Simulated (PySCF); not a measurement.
# Worked example: chemical shift, span and skew from a shielding tensor

C3H8BNO, SMILES C[C@@H]1CB(N)O1. Atoms are numbered in the order given.

```xyz
14

C     -2.1517     0.4353     0.1487
C     -0.9658    -0.4902    -0.0108
C      0.0902    -0.5058     1.1249
B      0.9898     0.0266    -0.0760
N      2.3187     0.4023    -0.2936
O     -0.0277     0.0131    -1.0151
H     -1.8193     1.4388     0.4603
H     -2.6973     0.5346    -0.8028
H     -2.8449     0.0441     0.9109
H     -1.3002    -1.4993    -0.3100
H      0.3175    -1.4992     1.5382
H     -0.1241     0.1906     1.9497
H      2.6533     0.7089    -1.1995
H      3.0211     0.3920     0.4329
```
Charge 0, spin multiplicity 1.

Geometry: B3LYP-D3(BJ)/def2-SVP. The structure was generated by enumeration; whether it is a known compound was not checked. One conformer was computed; it need not be the lowest.

GIAO shieldings from PBE0/pcSseg-1 run with PySCF, non-relativistic, no solvent. The symmetric part of the tensor of N5 has the principal values 132.4, 205.3, 249.4 ppm. The same nucleus in NH3 has σ = 267.4 ppm at this level (PySCF, at its B3LYP-D3(BJ)/def2-TZVP geometry).

### Question
Work out the isotropic shielding, the ¹⁵N shift against NH3, the span and the skew.

### Answer

σ(iso) = (σ11 + σ22 + σ33)/3 = 195.7 ppm. δ = σ(ref) − σ(iso) = 267.4 − (195.7) = 71.7 ppm.
Span Ω = σ33 − σ11 = 117.0 ppm. Skew κ = 3(σ(iso) − σ22)/Ω = -0.25. Tumbling in solution averages the tensor to δ; in a static solid the shielding alone would spread this spin-1/2 line over Ω.
